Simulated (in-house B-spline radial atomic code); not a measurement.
Checks on a self-consistent run for the rubidium ion Rb⁸⁺, [Ar] 3d9 4s1 6g1. Method: Dirac-Hartree-Fock, average of configuration, Fermi nucleus of rms radius 4.2036 fm. Calculated with an all-electron radial atomic-structure program (B-spline basis).

| orbital | q | ε (Eh) | <1/r> | <r²> | small-component weight |
| --- | --- | --- | --- | --- | --- |
| 1s1/2 | 2 | -568.58763 | 37.8817 | 0.00218584 | 0.018065 |
| 2s1/2 | 2 | -83.85687 | 8.53685 | 0.0369708 | 0.0036397 |
| 2p1/2 | 2 | -76.38448 | 8.47082 | 0.0284241 | 0.003607 |
| 2p3/2 | 4 | -74.12988 | 8.16354 | 0.0298188 | 0.0035152 |
| 3s1/2 | 2 | -18.50316 | 2.87077 | 0.287467 | 0.00092745 |
| 3p1/2 | 2 | -15.73676 | 2.75874 | 0.291895 | 0.00087396 |
| 3p3/2 | 4 | -15.37147 | 2.68919 | 0.302333 | 0.00085194 |
| 3d3/2 | 3.6 | -10.67866 | 2.48396 | 0.297267 | 0.00074525 |
| 3d5/2 | 5.4 | -10.61554 | 2.46573 | 0.300867 | 0.00073857 |
| 4s1/2 | 1 | -6.10397 | 1.11415 | 1.64706 | 0.00023609 |
| 6g7/2 | 0.44444 | -1.12907 | 0.252625 | 26.582 | 3.0583e-05 |
| 6g9/2 | 0.55556 | -1.12904 | 0.252611 | 26.584 | 3.0583e-05 |

Electron-electron repulsion V_ee = 966.1929 hartree.

(1) What total energy follows from the eigenvalues?

(2) Does the Dirac virial theorem hold?

(3) What diamagnetic shielding (Lamb formula) and susceptibility (Langevin formula) do the radii give?

## Answers

(1) The eigenvalues count the repulsion twice, so E = Σqε - V_ee = -1987.143 - 966.193 = -2953.336 hartree; the run printed -2953.336.

(2) For a point nucleus E = -2c²Σq·w, with w the small-component weight. Here Σq·w = 0.078633 and c = 137.0360, so the ratio E/(-2c²Σq·w) is 1.000018; the finite nucleus accounts for the departure from 1.

(3) σ = (α²/3)Σq<1/r> = 188.073/(3·137.036²) = 3338.4 ppm, and χ = -0.79199×10⁻⁶·Σq<r²> = -26.57×10⁻⁶ cm³/mol with Σq<r²> = 33.547 bohr². Both are non-relativistic formulas without the paramagnetism of open shells.
